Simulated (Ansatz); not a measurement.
Calculated with Ansatz (gas phase, PBE0-D4/def2-TZVP geometries, no zero-point term in ΔE). CBS: MP2 limit from def2 TZ/QZ plus the TZ coupled-cluster correction, frozen cores. This one scheme is used for every species. DFT in def2-TZVPP. B3LYP here is the variant with VWN-RPA as its local correlation; programs differ in this. Each species was taken in one conformer, which may not be the lowest.

Consider the formal hydrolysis of a B–B bond: `ClB(Cl)B1CN1` + H₂O → `OB1CN1` + `ClBCl`.

CCSD(T)/CBS gives -0.97 eV.

**Question.** Another level gave -1.11 eV. Which?
A. BHLYP/def2-TZVPP
B. PBE0-D4/def2-TZVPP
C. r2SCANh-D4/def2-TZVPP
D. B3LYP/def2-TZVPP

**Answer.** D. B3LYP -1.11, PBE0-D4 -0.97, BHLYP -1.17, r2SCANh-D4 -1.04 eV.

Largest T1 diagnostic among the species: 0.014.

From PBE to PBE0 (25 % exact exchange), in def2-TZVPP and without D4, ΔE moves by −0.04 eV. Leaving LDA and LC-ωPBE aside and taking each functional with its dispersion term where it has one, the values, not all of them listed here, spread over 0.20 eV, from BHLYP-D4 to revPBE-D4.
